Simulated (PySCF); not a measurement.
N,N-disilylmethanamine (CH₉NSi₂), SMILES CN([SiH3])[SiH3].

Coordinates come from a ωB97X-D3(BJ)/def2-SVP optimisation.

Method: TDA-PBE0/def2-SVPD in PySCF.

Vertical excitations. Isolated molecule, no solvent. State labels are in the subgroup Cs.

```csv
state,symmetry,energy (eV),λ (nm),f,main pairs
S1,A',5.73,216,0.000,HOMO→LUMO 99 %
S2,A',6.50,191,0.026,"HOMO→LUMO+1 58 %, HOMO→LUMO+2 40 %"
S3,A',6.67,186,0.029,"HOMO→LUMO+2 57 %, HOMO→LUMO+1 41 %"
S4,A",7.03,176,0.003,HOMO→LUMO+3 86 %
S5,A',7.16,173,0.003,HOMO→LUMO+4 96 %
S6,A",7.41,167,0.001,HOMO→LUMO+5 85 %
S7,A',7.60,163,0.002,HOMO→LUMO+6 98 %
S8,A",7.65,162,0.009,HOMO→LUMO+7 94 %
S9,A",8.07,154,0.016,"HOMO−1→LUMO 79 %, HOMO→LUMO+8 17 %"
S10,A",8.14,152,0.120,"HOMO→LUMO+8 80 %, HOMO−1→LUMO 16 %"
T1,A',5.44,228,0,HOMO→LUMO 94 %
T2,A',6.27,198,0,"HOMO→LUMO+1 60 %, HOMO→LUMO+2 35 %"
T3,A',6.42,193,0,"HOMO→LUMO+2 56 %, HOMO→LUMO+1 32 %"
T4,A',6.65,186,0,HOMO→LUMO+4 89 %
```
Triplets are in the Tamm–Dancoff approximation.
